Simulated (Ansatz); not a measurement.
CH₅FGeSi, SMILES `F[SiH]1[CH2][GeH2]1`, relaxed with RKS PBE-D4/def2-SVP in Ansatz from a rough embedded geometry. The force threshold is 0.03 eV/Å; the program also tests the step.

Total charge 0; spin multiplicity 1.

Start:

```xyz
9

F    -0.873    0.910   -2.133
Si   -0.993    0.666   -0.463
C     0.613    0.614    0.337
Ge    0.294   -1.202    0.175
H    -2.230    0.810    0.302
H     0.614    0.974    1.420
H     1.493    0.990   -0.275
H     1.162   -1.849   -0.929
H    -0.080   -1.914    1.564
```

```
step  energy (eV)  largest force (eV/Å)  largest move (Å)
   1  -68201.4458                 4.906             0.000
   2  -68202.1207                 1.837             0.194
   3  -68202.2440                 1.538             0.135
   4  -68202.3050                 0.407             0.048
   5  -68202.3155                 0.080             0.041
   6  -68202.3173                 0.078             0.016
   7  -68202.3187                 0.057             0.026
   8  -68202.3194                 0.030             0.019
   9  -68202.3197                 0.019             0.021
```

End:

```xyz
9

F    -1.079    1.039   -2.069
Si   -0.998    0.536   -0.508
C     0.643    0.697    0.375
Ge    0.235   -1.310    0.141
H    -2.247    0.964    0.202
H     0.677    1.127    1.393
H     1.520    1.008   -0.224
H     1.285   -1.987   -0.766
H    -0.036   -2.074    1.457
```

It took 10 s on 4 threads of an Arm Neoverse V2 on a shared host, with 0.15 GiB of host memory at the peak.
